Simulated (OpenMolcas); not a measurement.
# Ag3+: effect of the metal basis

Ag3+ with its 6 nearest fluoride ions at 2.101 Å, on the Y site of Cs2NaYF6 (a = 9.075 Å, distance in the model lattice 2.178 Å). The rest of the host is ab initio model potentials to 7.6 Å and point charges beyond; the distance is set by hand and nothing relaxes.

```yaml
Program: OpenMolcas 26.06
Method: CASSCF
Spin-orbit_coupling: RASSI with atomic mean-field integrals over the reference wave functions
```

Fixed: ligand basis ANO-RCC-VDZP, active space 8 electrons in 5 orbitals (4d), DKH2 Hamiltonian.

States (labels of O, the rotations of Oh). Energies in cm-1 above the lowest state or level, χT in cm3 K/mol; 10Dq and B are least-squares fits to the states below 45000 cm-1, weighted by degeneracy, with a free offset, and given where the rms deviation is under 5 % of |10Dq| (or 100 cm-1) and under 700 cm-1.

| Run | Metal basis | Ground state | First state of that spin | 10Dq | B (rms of fit) | First gap with spin-orbit (degeneracies) | χT at 300 K | First state of another spin | Cost |
| --- | --- | --- | --- | --- | --- | --- | --- | --- | --- |
| A | ANO-RCC-VDZP | 3A2 | 3T2 16901 |  |  | 11268 (3, 2) | 1.261 | 1E 11760 | roughly 26 core-seconds |
| B | ANO-RCC-VTZP | 3A2 | 3T2 15947 | 15661 | 921 (114) | 11622 (3, 2) | 1.298 | 1E 12287 | roughly 30 core-seconds |

Against A, the first state of the same spin changes by -5.6 % in B.

Costs are those of the RASSCF and RASSI steps.

Without dynamic correlation the repulsion within the d shell is too large (B by tens of per cent), so at a given field states of lower spin stand too high. Real 4d8 and 5d8 ions are as a rule square planar and diamagnetic. With metal d orbitals alone the field can be off either way by tens of per cent. Ligand-to-metal charge-transfer states are missing. With no ligand orbital active B as a rule stays too high, so bands that hang on it stand too high and its fall with covalency is understated. The least metal-like active orbital is 71 % on the metal (Löwdin) and no ligand orbital is active, so the numbers are rough (holds for A). The least metal-like active orbital is 75 % on the metal (Löwdin) and no ligand orbital is active, so the numbers are rough (holds for B). No measured value stands beside these numbers; the geometry was set by hand and not optimised.
